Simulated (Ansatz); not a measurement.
Consider the ligand exchange at the Al–S bond: `C=C[SiH2][S][AlH2]` + `C=CCO` → `C=CC[O][AlH2]` + `C=C[SiH2]S`.

Calculated with Ansatz (gas phase, PBE0-D4/def2-TZVP geometries, no zero-point term in ΔE). CCSD(T)/CBS adds triple-zeta CCSD(T) − MP2 to the extrapolated MP2 energy (def2 sets, frozen cores). DFT in def2-TZVPP. Each species was taken in one conformer, which may not be the lowest.

`C=C[SiH2][S][AlH2]`:

```xyz
12

C     0.895   -1.186   -1.220
C    -0.008   -1.501   -0.297
Si   -1.331   -0.353    0.328
S    -1.098    1.617   -0.473
Al    0.598    2.242    0.749
H     1.647   -1.893   -1.558
H     0.910   -0.205   -1.687
H     0.017   -2.505    0.127
H    -2.672   -0.830   -0.098
H    -1.299   -0.326    1.814
H     1.218    3.657    0.424
H     1.123    1.284    1.891
```

`C=CCO`:

```xyz
10

C    -0.388   -0.559    1.397
C     0.433   -0.047    0.491
C     0.174   -0.066   -0.978
O     0.174    1.235   -1.536
H    -1.314   -1.046    1.106
H    -0.165   -0.522    2.457
H     1.353    0.444    0.801
H    -0.768   -0.592   -1.185
H     0.972   -0.604   -1.498
H    -0.471    1.759   -1.054
```

`C=CC[O][AlH2]`:

Z-matrix (Å, degrees):
```
C
C 1 1.493
O 1 1.404 2 110.8
H 1 1.098 2 109.5 3 -119.0
H 1 1.099 2 109.4 3 123.7
C 2 1.325 1 124.2 3 -126.2
H 2 1.088 1 115.4 3 53.5
Al 3 1.690 1 132.0 2 102.6
H 6 1.084 2 121.8 1 -179.3
H 6 1.086 2 121.3 1 0.4
H 8 1.585 3 118.7 1 6.5
H 8 1.577 3 116.2 1 -174.8
```

`C=C[SiH2]S`:

Cartesian coordinates in Å:
```
C 1.475 0.929 0.196
C 0.637 0.257 -0.589
Si -0.567 -0.979 0.089
S -2.594 -0.453 -0.355
H 1.496 0.774 1.272
H 2.177 1.661 -0.195
H 0.649 0.454 -1.660
H -0.334 -1.082 1.554
H -0.418 -2.313 -0.546
H -2.521 0.752 0.235
```

CCSD(T)/CBS gives -2.1 kcal/mol.

Another level gave -2.0 kcal/mol. Which?
A. r2SCAN-D4/def2-TZVPP
B. CCSD(T)/def2-TZVPP
C. PBE-D4/def2-TZVPP
D. HF/def2-TZVPP

A. r2SCAN-D4 -2.0, PBE-D4 -0.5, HF/def2-TZVPP -5.6, CCSD(T)/def2-TZVPP -3.0 kcal/mol.

Largest T1 diagnostic among the species: 0.013.

The D4 term adds +1.5 kcal/mol with B3LYP and +0.8 kcal/mol with PBE0; it sums over pairs of atoms, weighted by their polarisabilities, and B3LYP, whose exchange is more repulsive, gets the larger term. In def2-TZVPP, CCSD(T) changes the Hartree–Fock value by +2.6 kcal/mol (the triples alone add +0.7 kcal/mol) and MP2 by +3.1 kcal/mol.

B3LYP here is the variant with VWN-RPA as its local correlation; programs differ in this.
